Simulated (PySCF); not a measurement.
# Polarisability and C₆ of I²⁺ (iodine, charge +2)

[Kr] 4d10 5s1 5p3 6s1, high-spin 6S determinant (an excited configuration). Computed with PySCF 2.14 in aug-cc-pVQZ-PP with one added diffuse shell each of s, p, d, f, g type with ECP28MDF (8s8p6d4f3g, 117 functions), with a scalar-relativistic core potential. Coupled (time-dependent) response in atomic units; α is the mean over directions.

```
method  mean α (bohr³)  C₆ (like pair)  S(−4)
 B3LYP           90.82           873.8   5778
```

S(−4) is the Cauchy moment in α(ω) = α(0) + S(−4) ω² + …

α(iu) at B3LYP:

```json
{"u (hartree)": "0", "α(iu) (bohr³)": "90.82"}
{"u (hartree)": "0.0500", "α(iu) (bohr³)": "78.53"}
{"u (hartree)": "0.100", "α(iu) (bohr³)": "56.89"}
{"u (hartree)": "0.200", "α(iu) (bohr³)": "29.91"}
{"u (hartree)": "0.300", "α(iu) (bohr³)": "18.92"}
{"u (hartree)": "0.500", "α(iu) (bohr³)": "10.52"}
{"u (hartree)": "0.750", "α(iu) (bohr³)": "6.447"}
{"u (hartree)": "1.00", "α(iu) (bohr³)": "4.446"}
{"u (hartree)": "1.50", "α(iu) (bohr³)": "2.570"}
{"u (hartree)": "2.00", "α(iu) (bohr³)": "1.730"}
{"u (hartree)": "3.00", "α(iu) (bohr³)": "0.9824"}
{"u (hartree)": "5.00", "α(iu) (bohr³)": "0.4574"}
```

For an ion, C₆ is the dispersion term alone; charge-induced terms of lower order in 1/R come first.

Energies and moments cover only the electrons outside the core potential. The outer electron is Rydberg-like, and this basis confines it to a smaller radius and binds it less than a complete one would.
